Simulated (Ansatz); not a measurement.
Frontier orbitals of `O[Si](O)(F)[GaH][Cl]`.

```xyz
9

O    -1.1033   -1.3139    0.3832
Si   -0.6081    0.2273    0.1768
O    -0.7456    0.9833    1.6081
F    -1.5526    0.9247   -0.9109
Ga    1.6384    0.3652   -0.6548
Cl    2.0402   -1.3775   -1.8840
H    -1.0265   -1.9195   -0.3571
H    -1.4847    0.7612    2.1792
H     2.8422    1.3491   -0.5404
```

Charge 0, multiplicity 1. Correlated methods include outer-core shells of Ga, which these sets cover unevenly. Scalar relativity is left out up to krypton. The structure was optimised at the PBE0-D4/def2-TZVP level. It is one conformer, not always the lowest. Basis def2-TZVPP, the Gaussian-basis code of Ansatz.

Orbital energies of one run (eV). Highest occupied ones, from the top: -9.11, -10.44, -10.52, -11.07, -11.66, -12.30, -12.79, -13.07, -14.14, -14.76, -15.16, -16.39, -17.05, -18.62. Empty: -1.39, 0.60, 1.00, 1.56, 2.37, 3.10.

(1) Which functional gave them?
A. r2SCAN
B. BHLYP
C. HSE06 (plane-wave form)
D. B3LYP

Results:

(1) B. HOMO energies: BHLYP -9.11, r2SCAN -7.02, B3LYP -7.76, HSE06 -7.57 eV.

B3LYP here is the variant with VWN-RPA as its local correlation; programs differ in this.
